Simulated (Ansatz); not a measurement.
Reaction (cleavage of the Si–Sn bond): `[OH][SnH2][SiH2]Cl` + `[SiH3]S` → `[SiH3]S[SiH2]Cl` + `[OH][SnH3]`

Isolated molecules relaxed with PBE0-D4/def2-TZVP in Ansatz; ΔE leaves out vibrations. CBS: MP2 limit from def2 TZ/QZ plus the TZ coupled-cluster correction, frozen cores. DFT in def2-TZVPP. Elements past krypton have def2 core potentials. For Sn outer-core shells are correlated without core-valence functions, which leaves a few kJ/mol of doubt a bond. One conformer a species, not always the lowest.

`[OH][SnH2][SiH2]Cl`:

```xyz
9

O     1.892    1.273    0.215
Sn    1.022   -0.488    0.028
Si   -1.521   -0.119   -0.162
Cl   -1.959    0.786   -1.960
H     1.672    1.718    1.037
H     1.431   -1.426    1.404
H     1.732   -1.110   -1.388
H    -2.005    0.768    0.926
H    -2.265   -1.403   -0.101
```

`[SiH3]S`:

```xyz
6

Si   -0.289   -0.381    0.224
S     0.143    1.572   -0.528
H    -0.198   -1.410   -0.842
H    -1.680   -0.295    0.727
H     0.628   -0.756    1.330
H     1.395    1.270   -0.911
```

`[SiH3]S[SiH2]Cl`:

Z-matrix (Å, degrees):
```
Si
S 1 2.147
H 1 1.485 2 109.5
H 1 1.482 2 106.2 3 119.3
H 1 1.482 2 110.9 3 -121.2
Si 2 2.118 1 98.1 3 35.5
Cl 6 2.056 2 112.0 1 59.0
H 6 1.479 2 111.2 1 -59.9
H 6 1.478 2 106.7 1 177.7
```

`[OH][SnH3]`:

Z-matrix (Å, degrees):
```
Sn
O 1 1.970
H 1 1.709 2 108.5
H 1 1.698 2 103.1 3 119.8
H 1 1.709 2 108.5 3 -120.5
H 2 0.959 1 113.2 3 60.0
```

CCSD(T)/CBS gives -0.50 eV.

(1) Another level gave -0.52 eV. Which?
A. PBE0/def2-TZVPP
B. MP2/def2-TZVPP
C. PBE/def2-TZVPP
D. ωB97X-V/def2-TZVPP

Largest T1 diagnostic among the species: 0.014.

## Answers

(1) D. ωB97X-V -0.52, MP2/def2-TZVPP -0.59, PBE0 -0.45, PBE -0.40 eV.

From PBE to PBE0 (25 % exact exchange), in def2-TZVPP and without D4, ΔE moves by −0.05 eV. The D4 term adds −0.07 eV with B3LYP and −0.04 eV with PBE0; it sums over pairs of atoms, weighted by their polarisabilities, and B3LYP, whose exchange is more repulsive, gets the larger term.

B3LYP here is the variant with VWN-RPA as its local correlation; programs differ in this.
